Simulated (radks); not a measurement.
Nd IV, configuration [Xe] 4f3 (the NIST ground configuration).

Calculated with a radial shooting solver on a logarithmic mesh with Libxc functionals: scalar-relativistic Kohn-Sham, r2SCAN, spin-polarised, spherical densities, finite nucleus; open shells are filled with parallel spins first (spin-orbit coupling, left out, can overturn this in heavy ions); meta-GGA in the generalised Kohn-Sham scheme; Fermi nuclear charge, rms radius 4.9123 fm.

Energy parts (hartree):
part                       energy
total                  -9623.2077
kinetic                10241.9085
electron-nucleus      -23308.1123
Hartree                 3664.8005
exchange-correlation    -221.8044

Orbitals (lengths in bohr, moments of r in powers of bohr; r(max) is where P^2 peaks):
orbital  occ.  eigenvalue (hartree)   r(max)
1s up       1             -1598.505  0.01510
1s down     1             -1598.505  0.01510
2s up       1             -260.2275  0.08546
2s down     1             -260.2281  0.08546
2p up       3             -232.6238  0.06893
2p down     3             -232.6242  0.06893
3s up       1             -57.65894   0.2435
3s down     1             -57.61716   0.2434
3p up       3             -48.90531   0.2385
3p down     3             -48.86337   0.2385
3d up       5             -36.76251   0.1964
3d down     5             -36.72944   0.1963
4s up       1             -12.54206   0.5651
4s down     1             -12.42641   0.5648
4p up       3              -9.65440   0.5895
4p down     3              -9.53668   0.5891
4d up       5              -5.53269   0.6175
4d down     5              -5.41234   0.6170
4f up       3              -1.15697   0.6493
4f down     0              -1.04664   0.6509
5s up       1              -2.54699    1.303
5s down     1              -2.48384    1.313
5p up       3              -1.81002    1.458
5p down     3              -1.76308    1.473
5d up       0              -0.87414    1.878
5d down     0              -0.84276    1.905
6s up       0              -0.73621    3.087
6s down     0              -0.70336    3.086

The highest occupied level is 4f up at -31.483 eV. Spin moment in Bohr magnetons: 3. The density falls to 0.001 e/bohr^3 at r = 3.37 bohr. The electron density at the nucleus is 4.722e+05 e/bohr^3 (large components only). The spin density at the nucleus is 2.168 e/bohr^3 (1s 0.008, 2s -0.088, 3s -5.844, 4s -0.532, 5s 8.624).
